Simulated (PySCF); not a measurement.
H2Si2, SMILES [Si]=[SiH2] (connectivity only; charge and spin as stated), neutral, multiplicity 1. Geometry optimised at TPSSh-D3(BJ)/def2-TZVP. The isomer is the one that the SMILES or the coordinates give; other isomers of the formula were not compared.

TDA-ωB97X/def2-TZVPD in PySCF puts the lowest singlet excitations at 0.79, 2.47, 4.11, 4.35, 5.25, 5.39 eV.

What are the lowest excitation roots from ADC(2)/aug-cc-pVDZ in PySCF 2.14.0? (An estimate is asked for; the answer gives what the named calculation found.)

0.92, 2.48, 4.10, 4.52, 5.02, 5.27 eV. S1 differs by 0.13 eV (second minus first; roots are paired by order, and the bases may differ).
